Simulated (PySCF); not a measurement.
Compound: glutaronitrile, C5H6N2.
Cartesian coordinates in Å at the GFN2-xTB level; atoms count from 1:
```xyz
13
C5H6N2 angstrom
N      2.5283    1.2282    0.7331
C      1.8650    0.5740    0.0710
C      1.0048   -0.2637   -0.7264
C     -0.0927   -0.8957    0.1410
C     -1.0226    0.1706    0.7359
C     -1.7068    0.8943   -0.3062
N     -2.2303    1.4489   -1.1575
H      1.6161   -1.0422   -1.1913
H      0.5588    0.3472   -1.5177
H     -0.6732   -1.5890   -0.4717
H      0.3640   -1.4592    0.9579
H     -0.4449    0.8836    1.3322
H     -1.7709   -0.2965    1.3821
```

Vertical excitations from PySCF (density fitting, frozen core in the response, grid level 2 and gas phase unless stated; continuum runs use non-equilibrium linear response for the excitations) on a GFN2-xTB geometry. Reference run:

```tsv
settings	S1, eV (f)	S2, eV (f)	S3, eV (f)	S4, eV (f)	S5, eV (f)	S6, eV (f)	T1, eV (Tamm–Dancoff)	mean α (au)
PBE0/def2-SVPD, full TDDFT, 6 singlets	7.84 (0.000)	7.88 (0.000)	8.19 (0.015)	8.23 (0.002)	8.26 (0.005)	8.28 (0.000)	6.47	63.7
```

Problem. What do these settings give: (1) PBE0/6-31G, IEF-PCM acetonitrile, grid level 3, fitting basis def2-universal-jkfit, TDA, 25 singlets; (2) BHandHLYP/pcJ-1, level shift 0.2 Eh, full TDDFT, 25 singlets?

Solution. 
```csv
settings,"S1, eV (f)","S2, eV (f)","S3, eV (f)","S4, eV (f)","S5, eV (f)","S6, eV (f)","T1, eV (Tamm–Dancoff)",mean α (au)
"PBE0/6-31G, IEF-PCM acetonitrile, grid level 3, fitting basis def2-universal-jkfit, TDA, 25 singlets",8.18 (0.000),8.20 (0.000),8.57 (0.023),8.61 (0.004),8.62 (0.005),8.64 (0.001),–,66.0
"BHandHLYP/pcJ-1, level shift 0.2 Eh, full TDDFT, 25 singlets",7.75 (0.000),7.76 (0.000),8.15 (0.008),8.17 (0.003),8.19 (0.002),8.20 (0.000),6.39,56.0
```

(1) S1 moves by +0.34 eV; basis, environment and response scheme change together, so the shift can't be laid on one. (2) S1 moves by -0.09 eV; functional and basis change together, so the shift can't be laid on one. States are counted by energy in each run and needn't keep their character from row to row.

Problem. Which orbital pairs make up S1 in each run, and how does it sit against the orbital gap?

Solution. 
| settings | S1 configurations (weight) | S1 (eV) | orbital gap (eV) | S1 − gap (eV) |
| --- | --- | --- | --- | --- |
| PBE0/def2-SVPD, full TDDFT, 6 singlets | H→L 0.41, H−2→L+2 0.20, H→L+3 0.09 | 7.84 | 9.58 | -1.74 |
| PBE0/6-31G, IEF-PCM acetonitrile, grid level 3, fitting basis def2-universal-jkfit, TDA, 25 singlets | H−1→L 0.41, H−2→L+2 0.23, H→L+3 0.12 | 8.18 | 10.29 | -2.11 |
| BHandHLYP/pcJ-1, level shift 0.2 Eh, full TDDFT, 25 singlets | H−2→L+2 0.22, H−1→L 0.20, H−1→L+4 0.12 | 7.75 | 11.90 | -4.15 |

Where S1 or the frontier orbitals are degenerate, the weights hang on an arbitrary mixing within the set.

The structure is a single GFN2-xTB conformer; no vibrational corrections.
